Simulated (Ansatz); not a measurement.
Consider the formal hydrolysis of a P–Si bond: `OP[SiH2][SiH3]` + H₂O → `OPO` + disilane.

Isolated molecules relaxed with PBE0-D4/def2-TZVP in Ansatz; ΔE leaves out vibrations. CBS: MP2 limit from def2 TZ/QZ plus the TZ coupled-cluster correction, frozen cores. This one scheme is used for every species. DFT in def2-TZVPP. One conformer a species, not always the lowest.

CCSD(T)/CBS gives -24.9 kJ/mol.

(1) Another level gave -24.0 kJ/mol. Which?
A. PBE-D4/def2-TZVPP
B. HF/def2-TZVPP
C. B2PLYP/def2-TZVPP
D. PBE0/def2-TZVPP

Largest T1 diagnostic among the species: 0.014.

Results:

(1) D. PBE0 -24.0, B2PLYP -36.7, PBE-D4 -16.7, HF/def2-TZVPP -53.2 kJ/mol.

The D4 term adds +8.8 kJ/mol with B3LYP and +5.1 kJ/mol with PBE0; it sums over pairs of atoms, weighted by their polarisabilities, and B3LYP, whose exchange is more repulsive, gets the larger term. In def2-TZVPP, CCSD(T) changes the Hartree–Fock value by +23.2 kJ/mol (the triples alone add +3.1 kJ/mol) and MP2 by +23.6 kJ/mol.

B3LYP here is the variant with VWN-RPA as its local correlation; programs differ in this.
